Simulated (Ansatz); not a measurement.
Consider the atomization: `O[Si](O)(Cl)C[SiH2]Cl` → C• + 2 Cl• + 6 H• + 2 O• + 2 Si•.

Gas-phase electronic energies from Ansatz, PBE0-D4/def2-TZVP geometries. CBS: MP2 limit from def2 TZ/QZ plus the TZ coupled-cluster correction, frozen cores. This one scheme is used for every species, atoms too. Functionals use def2-TZVPP. B3LYP here is the variant with VWN-RPA as its local correlation; programs differ in this. No spin–orbit coupling; open shells (•) take unrestricted orbitals. Spin–orbit coupling would lower the free atoms: a little for C, Cl, O, Si. Each species was taken in one conformer, which may not be the lowest.

`O[Si](O)(Cl)C[SiH2]Cl`:

Cartesian coordinates in Å:
```
O 1.392 2.228 -0.009
Si 0.198 1.153 -0.251
O -0.083 1.055 -1.851
Cl -1.528 1.785 0.689
C 0.709 -0.454 0.509
Si -0.602 -1.765 0.628
Cl -1.622 -1.903 -1.173
H 1.306 3.095 -0.409
H -0.778 0.454 -2.132
H 1.066 -0.257 1.527
H 1.557 -0.840 -0.068
H -1.603 -1.448 1.670
H -0.013 -3.103 0.870
```

| level | ΔE (kJ/mol) | difference from CCSD(T)/CBS |
| --- | --- | --- |
| PBE-D4 | 4909.1 | 19.9 |
| r2SCAN-D4 | 4886.9 | -2.3 |
| PBE0-D4 | 4840.9 | -48.3 |
| B3LYP-D4 | 4828.5 | -60.7 |
| ωB97X-V | 4888.8 | -0.4 |
| ωB97M-V | 4894.2 | 5.0 |
| B2PLYP | 4787.3 | -101.9 |
| PBE | 4865.1 | -24.1 |
| r2SCAN | 4875.9 | -13.3 |
| PBE0 | 4802.9 | -86.3 |
| B3LYP | 4757.1 | -132.1 |
| HF/def2-TZVPP | 3572.7 | -1316.5 |
| MP2/def2-TZVPP | 4860.5 | -28.7 |
| SCS-MP2/def2-TZVPP | 4806.9 | -82.3 |
| CCSD/def2-TZVPP | 4662.4 | -226.8 |
| CCSD(T)/def2-TZVPP | 4737.5 | -151.7 |
| HF/def2-QZVPP | 3582.4 | -1306.8 |
| MP2/def2-QZVPP | 4950.9 | 61.7 |
| SCS-MP2/def2-QZVPP | 4906.1 | 16.9 |
| HF/CBS(def2) | 3583.8 | -1305.4 |
| MP2/CBS(def2) | 5012.2 | 123.0 |
| CCSD/CBS(def2) | 4814.1 | -75.1 |
| CCSD(T)/CBS | 4889.2 | 0 |

Largest T1 diagnostic among the species: 0.012.

The D4 term adds +71.4 kJ/mol with B3LYP and +38.1 kJ/mol with PBE0; it sums over pairs of atoms, weighted by their polarisabilities, and B3LYP, whose exchange is more repulsive, gets the larger term. In def2-TZVPP, CCSD(T) changes the Hartree–Fock value by +1164.7 kJ/mol (the triples alone add +75.0 kJ/mol) and MP2 by +1287.7 kJ/mol; breaking electron pairs costs correlation energy, which Hartree–Fock lacks. From PBE to PBE0 (25 % exact exchange), in def2-TZVPP and without D4, ΔE moves by −62.2 kJ/mol: exact exchange takes away binding that semilocal exchange gives to molecules.

For atomizations the MP2-based limit and the directly extrapolated one differ by several kJ/mol either way, and by 10 to 25 for some Ge, Se and Sn compounds, so smaller differences from it don't rank the levels.
